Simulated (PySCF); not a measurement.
Geometry (Å), atoms numbered from 1 in this order:
```xyz
22

F    -1.103   -3.462   -0.353
C    -0.365   -2.347   -0.051
C     0.943   -2.515    0.095
Si    2.242   -1.238    0.518
O     1.637    0.258    0.345
Si    1.743    1.876    0.393
Si   -1.452   -0.793    0.061
C    -1.219    0.221   -1.525
Si   -2.188    1.850   -1.578
H     1.328   -3.522   -0.028
H     3.375   -1.353   -0.406
H     2.673   -1.376    1.912
H     1.809    2.323   -0.998
H     0.537    2.321    1.082
H     2.956    2.246    1.121
H    -1.107   -0.054    1.277
H    -2.827   -1.298    0.157
H    -0.158    0.439   -1.639
H    -1.501   -0.388   -2.386
H    -1.853    2.682   -0.421
H    -1.856    2.578   -2.808
H    -3.627    1.573   -1.574
```

PySCF calculation with coordinates at the GFN2-xTB level and shielding tensors at PBE0/pcSseg-1 (GIAO); one computed conformer, no relativistic terms, in vacuum, fast rotation and ring inversion assumed for equivalent nuclei.

References, each an isolated molecule treated in the same way: 13C (186.93 ppm), 1H (31.72 ppm), 29Si (349.16 ppm) against TMS; 19F (170.95 ppm) vs CFCl3; H2O for 17O (336.08 ppm).

```
      atoms  nucleus  count  δ (ppm)
         C8      13C      1        ?
        H10       1H      1     5.70
        Si7     29Si      1    -46.7
    H11/H12       1H      2     5.42
         O5      17O      1      5.4
        Si4     29Si      1        ?
         C2      13C      1    189.2
    H16/H17       1H      2        ?
        Si6     29Si      1    -43.1
H13/H14/H15       1H      3     5.12
H20/H21/H22       1H      3     4.05
    H18/H19       1H      2        ?
         F1      19F      1        ?
         C3      13C      1    118.5
        Si9     29Si      1    -75.6
```

Q: Complete the table.

A: 
- C8: -9.1 ppm, sp3 CH2 bonded to 2 Si; an electropositive neighbour leaves it electron-rich and shielded
- H16/H17: 4.49 ppm, hydrogen on a silicon bonded to 2 C
- H18/H19: 0.31 ppm, hydrogen on an sp3 CH2 bonded to 2 Si; an electropositive neighbour shields it, as in TMS itself
- F1: -33.9 ppm, vinylic fluorine
- Si4: -33.1 ppm, silicon bonded to C, O, 2 H

Shifts are as computed. Against solution values, carbons near 30 ppm lie about +3 ppm off and those near 130 ppm about +5 ppm. Of 1309 compounds with measured shifts, 239 miss one by over three times the rms of a fit or turn the order of signals round; such compounds aren't used in these exercises. Unscaled 19F shifts against computed CFCl3 carry errors that often reach 10 to 50 ppm. Experimental scales use liquid or dissolved standards, which lie at an offset from isolated H2O (liquid H2O: subtract about 36 ppm).
